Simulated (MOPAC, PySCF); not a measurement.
[Zn(OH)2], neutral singlet in the gas phase. 

Cartesian coordinates (Å):
```xyz
5

Zn     0.2758    -0.0499    -0.0474
O     -0.2425     1.5114     0.6299
H     -0.5153     2.1282    -0.0764
O      0.9576    -1.5970    -0.6009
H      0.2840    -2.3038    -0.5897
```
Charge 0, multiplicity 1.

All levels are single points at this geometry (BP86-D3(BJ)/def2-SVP); Pople sets use spherical d functions. Orbital energies aren't observables, and empty levels follow the basis.

BP86/6-31G* (LANL2DZ on Zn) in PySCF gives gap (eV) = 4.36.

Problem. Estimate the gap (eV) from each of these levels: B3LYP-D3(BJ)/def2-TZVP in PySCF; TPSSh-D3(BJ)/def2-TZVP in PySCF; B3LYP/3-21G in PySCF; B3LYP/6-311+G** (LANL2DZ on Zn) in PySCF; B3LYP/LANL2DZ in PySCF; M06-2X/6-31G* (LANL2DZ on Zn) in PySCF; PBE/6-31G* (LANL2DZ on Zn) in PySCF; SVWN5/6-31G* (LANL2DZ on Zn) in PySCF; HF/3-21G in PySCF; AM1 in MOPAC; PM3 in MOPAC; PM7 in MOPAC.

Solution. 
```csv
level,gap (eV)
B3LYP-D3(BJ)/def2-TZVP in PySCF,6.63
TPSSh-D3(BJ)/def2-TZVP in PySCF,5.96
B3LYP/3-21G in PySCF,5.99
B3LYP/6-311+G** (LANL2DZ on Zn) in PySCF,6.34
B3LYP/LANL2DZ in PySCF,6.20
M06-2X/6-31G* (LANL2DZ on Zn) in PySCF,9.38
PBE/6-31G* (LANL2DZ on Zn) in PySCF,4.32
SVWN5/6-31G* (LANL2DZ on Zn) in PySCF,4.27
HF/3-21G in PySCF,13.25
AM1 in MOPAC,12.35
PM3 in MOPAC,12.02
PM7 in MOPAC,11.48
```
